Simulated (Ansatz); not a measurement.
In9As9H26, a nanocrystal cut from wurtzite InAs (hydrogen-capped), relaxed as a singlet with RKS PBE-D4/def2-SVP in Ansatz, starting from a model built from a lattice or polyhedron. Force threshold 0.03 eV/Å.

In the def2 sets In takes a core potential; there is no spin–orbit coupling. Single mean-field runs in def2-SVP are fitted with def2-universal-jkfit.

Start:

| atom | x (Å) | y (Å) | z (Å) |
| --- | --- | --- | --- |
| As1 | -1.865 | -3.383 | 2.245 |
| In2 | -2.616 | -0.886 | 1.794 |
| As3 | -2.100 | 0.561 | 3.920 |
| In4 | -1.786 | -1.417 | -2.367 |
| As5 | -1.293 | 0.040 | -0.260 |
| In6 | -2.007 | 2.512 | -0.701 |
| In7 | -0.442 | 2.474 | 3.282 |
| As8 | -1.492 | 3.999 | 1.422 |
| As9 | -0.734 | 3.474 | -2.749 |
| In10 | 0.692 | -3.455 | 2.760 |
| In11 | 1.527 | -4.003 | -1.403 |
| As12 | 0.472 | -2.471 | -3.266 |
| As13 | 2.003 | -2.522 | 0.720 |
| In14 | 1.279 | -0.051 | 0.262 |
| As15 | 1.792 | 1.416 | 2.388 |
| In16 | 2.110 | -0.548 | -3.921 |
| As17 | 2.636 | 0.920 | -1.795 |
| In18 | 1.883 | 3.404 | -2.255 |
| H19 | -2.645 | -3.948 | 3.459 |
| H20 | -2.186 | -4.247 | 1.024 |
| H21 | -4.316 | -0.867 | 1.446 |
| H22 | -3.406 | 1.162 | 4.432 |
| H23 | -1.474 | -0.334 | 4.974 |
| H24 | -2.885 | -2.686 | -1.963 |
| H25 | -2.505 | -0.403 | -3.614 |
| H26 | -3.717 | 2.544 | -1.052 |
| H27 | -0.095 | 3.440 | 4.701 |
| H28 | -2.813 | 4.557 | 1.943 |
| H29 | -0.522 | 5.082 | 1.041 |
| H30 | -0.975 | 2.631 | -3.980 |
| H31 | -1.097 | 4.898 | -3.012 |
| H32 | 1.180 | -5.114 | 3.019 |
| H33 | 1.027 | -2.506 | 4.149 |
| H34 | 0.407 | -5.247 | -0.974 |
| H35 | 3.002 | -4.648 | -2.003 |
| H36 | 0.137 | -3.332 | -4.514 |
| H37 | 3.531 | -2.578 | 1.002 |
| H38 | 2.425 | 0.555 | 3.471 |
| H39 | 2.767 | 2.531 | 2.002 |
| H40 | 1.397 | 0.449 | -5.130 |
| H41 | 3.587 | -1.283 | -4.524 |
| H42 | 4.138 | 0.881 | -1.527 |
| H43 | 2.214 | 4.371 | -0.853 |
| H44 | 2.762 | 4.030 | -3.594 |

Task: Estimate the energy that the relaxation releases and the steps that it takes.

Result: 2.68 eV, in 12 steps; 60 s on 4 threads of AMD EPYC 7R13 on a shared host and a share (37 GiB) of an NVIDIA H100 80GB HBM3. The force fell under the threshold at step 11, but the optimiser went on. No frequencies were taken in this run, so the end may be a saddle point.

Task: Does the start keep its bonding?

Result: By distances, no bond broke or formed. The bond that changes most is In4–As5, from 2.61 to 2.78 Å (atoms count from 1).

Task: Predict the relaxed structure.

Result: 
```
atom    x (Å)    y (Å)    z (Å)
 As1  -1.5465  -3.2495   2.2339
 In2  -2.8467  -1.0148   1.5337
 As3  -1.9972   0.5066   3.7094
 In4  -2.0716  -1.6007  -2.6973
 As5  -1.4247  -0.0883  -0.4578
 In6  -2.2636   2.3468  -0.9204
 In7  -0.3730   2.6413   3.5280
 As8  -1.4326   3.7675   1.3290
 As9  -0.4032   3.3324  -2.5764
In10   1.0525  -3.1211   3.1660
In11   1.3198  -4.2978  -1.4925
As12   0.4321  -2.4110  -3.2051
As13   1.8701  -2.6336   0.6543
In14   1.1743  -0.1806   0.0324
As15   1.6226   1.3775   2.2727
In16   1.9910  -0.4870  -4.2760
As17   2.4911   0.9305  -1.9474
In18   2.2172   3.5940  -1.7354
 H19  -2.5076  -4.1014   3.0616
 H20  -1.5773  -4.1005   0.9665
 H21  -4.5822  -0.9772   1.5918
 H22  -3.1644   0.9338   4.5998
 H23  -1.3050  -0.3814   4.7407
 H24  -3.0530  -2.8827  -2.0272
 H25  -2.6086  -0.3865  -3.8349
 H26  -3.9311   2.7756  -1.1487
 H27  -0.1003   3.6196   4.9325
 H28  -2.5036   4.7415   1.8209
 H29  -0.4014   4.8234   0.9380
 H30  -0.4474   2.3889  -3.7761
 H31  -1.0039   4.5538  -3.2706
 H32   1.4869  -4.6977   3.7463
 H33   1.0045  -1.6377   4.0981
 H34  -0.0772  -5.1671  -0.8996
 H35   2.8601  -4.9544  -1.9647
 H36   0.1813  -3.2764  -4.4479
 H37   3.3843  -2.4317   0.7634
 H38   2.3690   0.5949   3.3488
 H39   2.6925   2.4328   2.0095
 H40   0.9435   0.6236  -5.1293
 H41   3.5420  -1.0901  -4.7833
 H42   3.9190   0.6429  -1.4746
 H43   1.9902   4.0593  -0.0608
 H44   3.0785   4.4830  -2.9516
```
Bond lengths (bridged metal pairs left out): 23 × As–In 2.62 to 2.79 Å; 13 × H–In 1.73 to 1.75 Å; 13 × As–H 1.53 to 1.54 Å.
